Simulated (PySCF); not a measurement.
Geometry:
| atom | x (Å) | y (Å) | z (Å) |
| --- | --- | --- | --- |
| C1 | 3.800 | 0.261 | 0.216 |
| O2 | 2.515 | 0.250 | 0.833 |
| C3 | 1.635 | -0.666 | 0.420 |
| O4 | 1.876 | -1.481 | -0.438 |
| Si5 | -0.030 | -0.458 | 1.350 |
| C6 | -1.351 | -0.074 | -0.006 |
| C7 | -1.525 | -1.296 | -0.913 |
| C8 | -2.679 | 0.310 | 0.642 |
| C9 | -0.790 | 1.065 | -0.786 |
| N10 | -1.110 | 2.256 | -0.541 |
| H11 | 4.478 | 0.747 | 0.913 |
| H12 | 3.758 | 0.818 | -0.721 |
| H13 | 4.121 | -0.762 | 0.010 |
| H14 | -0.372 | -1.735 | 1.981 |
| H15 | 0.127 | 0.645 | 2.292 |
| H16 | -2.201 | -1.064 | -1.735 |
| H17 | -0.572 | -1.615 | -1.329 |
| H18 | -1.948 | -2.126 | -0.351 |
| H19 | -3.042 | -0.492 | 1.281 |
| H20 | -3.423 | 0.507 | -0.128 |
| H21 | -2.561 | 1.212 | 1.232 |
| H22 | -0.061 | 0.764 | -1.555 |
| H23 | -0.651 | 2.961 | -1.112 |

- GIAO PBE0/pcSseg-1 shieldings
- structure optimised with GFN2-xTB
- run in PySCF
- relativity neglected, single conformer, equivalent nuclei averaged, gas phase

Shifts are taken against calculated references (same method and geometry level): TMS for $^{13}$C (σref 186.93).

Do the $^{13}$C shifts follow the atomic charges (in e)? Tabulate both.

Results:


```tsv
atoms	hybridisation	δ (ppm)	σ para (ppm)	Hirshfeld	IAO	Mulliken	ESP-fitted
C3	–	189.0	-262	+0.12	+0.27	+0.22	+0.64
C9	–	182.4	-252	+0.05	+0.05	+0.12	+0.22
C1	–	50.7	-106	-0.04	-0.22	-0.05	-0.18
C6	–	36.9	-103	-0.06	-0.21	-0.78	+0.43
C7/C8	–	22.4	-82	-0.12	-0.42	-0.15	-0.54
```

Correlation coefficients of δ with charge over these carbons: Hirshfeld +0.94, IAO +0.94, Mulliken +0.70, ESP-fitted +0.64; with the paramagnetic shielding -1.00. With so few points these coefficients are fragile. Charge is one influence among several: hybridisation and low-lying excitations act through the paramagnetic term.

Shifts are as computed. Against solution values, carbons near 30 ppm lie about +3 ppm off and those near 130 ppm about +5 ppm. Of 1211 compounds with measured shifts, 218 miss one by over three times the rms of a fit or turn the order of signals round; such compounds aren't used in these exercises.
